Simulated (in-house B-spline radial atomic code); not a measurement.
A radial electron density 4πr²n(r) was computed for an atom or ion in its tabulated ground configuration with an all-electron radial atomic-structure program (B-spline basis); method: Dirac-Kohn-Sham wB97X, spherical fractional occupations, exact exchange averaged over the configuration. Columns: r (bohr), 4πr²n(r) (electrons per bohr), bar.

```
 0.00055    2.665 #
 0.00069    3.851 #
0.000866    5.535 ##
 0.00109    7.936 ###
 0.00137    11.25 ####
 0.00171    15.63 #####
 0.00215    21.67 #######
  0.0027    29.49 ##########
 0.00339    39.33 #############
 0.00426    51.19 ##################
 0.00535    64.51 ######################
 0.00671    78.12 ###########################
 0.00843    90.33 ###############################
  0.0106    98.76 ##################################
  0.0133    101.4 ###################################
  0.0167    98.11 ##################################
  0.0209     92.2 ################################
  0.0263    89.68 ###############################
   0.033    96.77 #################################
  0.0415    113.3 #######################################
   0.052    128.3 ############################################
  0.0653    128.4 ############################################
   0.082    112.8 #######################################
   0.103    100.7 ###################################
   0.129    108.3 #####################################
   0.162    119.1 #########################################
   0.204    102.7 ###################################
   0.256    70.02 ########################
   0.321     59.4 ####################
   0.403    69.24 ########################
   0.506    65.53 ######################
   0.636    44.02 ###############
   0.798    25.72 #########
       1    17.07 ######
    1.26     11.6 ####
    1.58    6.648 ##
    1.98     3.33 #
    2.49    1.834 #
    3.13    1.194 
    3.92   0.7283 
    4.93   0.3405 
    6.19   0.1046 
    7.77  0.01845 
    9.75 0.001792 
    12.2 9.355e-05
```

Problem. Which atom or ion is it?
A. Hf
B. Hf+
C. Yb
D. Lu

Solution. A. The area under the curve, ∫4πr²n dr = ∫r·4πr²n d(ln r) on this logarithmic grid, is 72 electrons, which only this option has. The configuration is [Xe] 4f14 5d2 6s2.
